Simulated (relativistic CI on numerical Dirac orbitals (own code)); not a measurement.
**Nb⁴⁺: M2,3 absorption edge**

Computed with this model: Dirac-Coulomb-Breit CI, KLI orbitals optimised for each configuration, QED by a radiative potential, multiplet model of core-to-valence dipole absorption, unscaled Slater integrals; configurations [Kr] 4d → [Ne] 3s2 3p5 3d10 4s2 4p6 4d2; 300 K; Lorentzian 1.2 eV and Gaussian 0.4 eV FWHM. Energies are those of the free ion, without screening or charge transfer. The branching ratio is the share of the lower-energy edge in the whole absorption, uncertain by about 0.02 where the edges overlap. S is read from ⟨S²⟩ = S(S + 1).

Field parameters in Wybourne normalisation: D3d B²₀ = −7Dσ, B⁴₀ = −14Dq − 21Dτ, B⁴₃ = −14√(10/7) Dq. The field is a parameter set, without covalency.

free ion: ground-state S = 0.50, centroid 374.38 eV, branching ratio 0.759. Peaks (eV, height): 371.2 (100), 385.2 (32), 386.5 (24).

D3d, 10Dq = 25100, Dσ = -1200, Dτ = 350 cm⁻¹: ground-state S = 0.50, centroid 374.97 eV, branching ratio 0.733. Peaks (eV, height): 368.8 (97), 371.8 (100), 372.8 (93), 384.2 (43), 385.8 (30), 387.2 (36), 388.8 (33).

D3d, 10Dq = 25100, Dσ = -510, Dτ = 350 cm⁻¹: ground-state S = 0.50, centroid 375.09 eV, branching ratio 0.726. Peaks (eV, height): 368.8 (97), 369.5 (99), 371.8 (100), 372.8 (100), 384.0 (46), 385.5 (33), 387.2 (36), 388.8 (37).

D3d, 10Dq = 25100, Dσ = 510, Dτ = 350 cm⁻¹: ground-state S = 0.50, centroid 375.25 eV, branching ratio 0.719. Peaks (eV, height): 369.2 (96), 371.8 (100), 372.8 (87), 384.2 (44), 385.8 (35), 387.2 (35), 388.8 (33).

D3d, 10Dq = 25100, Dσ = 1200, Dτ = 350 cm⁻¹: ground-state S = 0.50, centroid 375.29 eV, branching ratio 0.717. Peaks (eV, height): 369.0 (96), 371.8 (100), 384.5 (42), 385.5 (34), 387.5 (35), 389.0 (29).

The statistical ratio of this edge is 2/3 = 0.667. Values above it arise where the holes sit mainly in the j = l + 1/2 valence subshell or the ground state has high spin; values below it where core-valence Coulomb terms move weight to the upper edge, as in nearly empty shells.

Strongest unbroadened transitions for free ion:

```tsv
Energy (eV)	Relative strength
369.57	67.1
369.85	42.2
370.38	4.3
370.46	13.7
370.66	14.3
370.81	7.5
370.95	10.4
371.17	100.0
371.33	39.1
371.39	8.2
371.73	13.2
374.92	4.1
384.89	14.0
385.28	45.7
386.61	20.6
386.78	11.2
387.08	2.9
390.63	5.4
```
